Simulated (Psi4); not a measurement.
sulfur dioxide (O2S), singlet, at a GFN2-xTB geometry.

Input for Psi4:
```
memory 2 GB

molecule mol {
0 1
S     0.013936   -0.004006    0.377829
O    -0.033217    1.222429   -0.364198
O     0.005345   -1.214416   -0.391460
}

set {
  basis sto-3g
  reference rks
}

energy('bp86')
print_variables()
```

**Question.** What is the computed total energy (BP86/STO-3G (Psi4))?

**Answer.** -541.9798 Eh

**Question.** Predict the dipole moment from BP86/STO-3G.

**Answer.** 1.35 D

**Question.** Give the number of basis functions at the level BP86/STO-3G.

**Answer.** 19

**Question.** Give the nuclear repulsion energy at the level BP86/STO-3G.

**Answer.** 108.3509 Eh
